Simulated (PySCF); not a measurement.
Molfile (atoms numbered from 1):
```
C3H8GeO2
     RDKit          3D

 14 13  0  0  0  0  0  0  0  0999 V2000
   -2.3512    0.6302   -0.0186 C   0  0  0  0  0  0  0  0  0  0  0  0
   -0.8599    0.6019    0.1603 C   0  0  0  0  0  0  0  0  0  0  0  0
   -0.2639    1.4620    0.7692 O   0  0  0  0  0  0  0  0  0  0  0  0
   -0.1018   -0.5510   -0.4583 C   0  0  0  0  0  0  0  0  0  0  0  0
    1.2609   -0.5085   -0.3132 O   0  0  0  0  0  0  0  0  0  0  0  0
    2.2784    0.6697    0.6013 Ge  0  0  0  0  0  4  0  0  0  0  0  0
   -2.8002   -0.3315    0.2733 H   0  0  0  0  0  0  0  0  0  0  0  0
   -2.5956    0.7927   -1.0805 H   0  0  0  0  0  0  0  0  0  0  0  0
   -2.7793    1.4430    0.5804 H   0  0  0  0  0  0  0  0  0  0  0  0
   -0.3854   -0.5853   -1.5317 H   0  0  0  0  0  0  0  0  0  0  0  0
   -0.5253   -1.4797   -0.0176 H   0  0  0  0  0  0  0  0  0  0  0  0
    1.9899    0.6598    2.1122 H   0  0  0  0  0  0  0  0  0  0  0  0
    3.6534    0.0131    0.3480 H   0  0  0  0  0  0  0  0  0  0  0  0
    2.2763    2.0770   -0.0181 H   0  0  0  0  0  0  0  0  0  0  0  0
  1  2  1  0
  2  3  2  0
  2  4  1  0
  4  5  1  0
  5  6  1  0
  1  7  1  0
  1  8  1  0
  1  9  1  0
  4 10  1  0
  4 11  1  0
  6 12  1  0
  6 13  1  0
  6 14  1  0
M  END
```

Geometry: PBE0-D3(BJ)/def2-SVP; GIAO shifts from PySCF, gas phase, non-relativistic, averaged over equivalent atoms.

At PBE0/pcSseg-1 (166 basis functions, 18 s wall time on 1 thread of an Arm Neoverse V1, shared host):
```csv
atoms,δ (ppm)
C2,216.5
C4,71.6
C1,25.4
O3,626.9
O5,-11.5
Ge6,-74.6
H12/H13/H14,5.28
H10/H11,4.42
H7/H8/H9,2.05
```

Chemical shifts δ = σref − σ; ¹³C (σ = 184.41 ppm) and ¹H (σ = 31.27 ppm) vs TMS; ¹⁷O (σ = 334.56 ppm) against H2O; GeMe4 for ⁷³Ge (σ = 1330.28 ppm), all at this level.

What do these become at KT2/pcSseg-1?

## Answers


| atoms | δ at KT2/pcSseg-1 | change |
| --- | --- | --- |
| C2 | 202.1 | -14.4 |
| C4 | 71.2 | -0.4 |
| C1 | 24.0 | -1.4 |
| O3 | 574.7 | -52.2 |
| O5 | 0.9 | +12.4 |
| Ge6 | -75.0 | -0.4 |
| H12/H13/H14 | 5.45 | +0.17 |
| H10/H11 | 4.53 | +0.11 |
| H7/H8/H9 | 1.99 | -0.06 |

Shifts are taken against calculated references (same method and geometry level): TMS for ¹³C (183.22 ppm), ¹H (31.18 ppm); H2O for ¹⁷O (330.66 ppm); ⁷³Ge (1323.40 ppm) against GeMe4.

The largest change is at O3 (ketone oxygen). Cost: 166 basis functions, 26 s wall time on 1 thread of an Arm Neoverse V1, shared host. The order of the carbon signals is the same at both levels.

Relativistic effects, spin–orbit coupling among them, are left out; they matter for Ge and for the light atoms bonded to it. Unscaled 17O shifts of doubly bonded oxygen tend to come out too high, by tens of ppm or more. Experimental scales use liquid or dissolved standards, which lie at an offset from isolated H2O (liquid H2O: subtract about 36 ppm).
